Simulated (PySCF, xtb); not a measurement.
C3H5ClOSi, SMILES [SiH2](C(Cl)=C=C)O.

GFN2-xTB in xtb 6.7.1 at its own geometry gives an orbital gap of 4.40 eV and a dipole moment of 2.52 D.

The structure is a stationary point at B3LYP-D3(BJ)/def2-SVP. The structure was generated by enumeration, and PubChem lists no compound with its InChIKey, so it may never have been made. One conformer was computed; it need not be the lowest.

What does PBE/def2-TZVP in PySCF give? (Estimate from the structure and the level; the computed values follow.)

gap 4.23 eV (levels -6.35 and -2.12 eV), dipole 2.27 D.
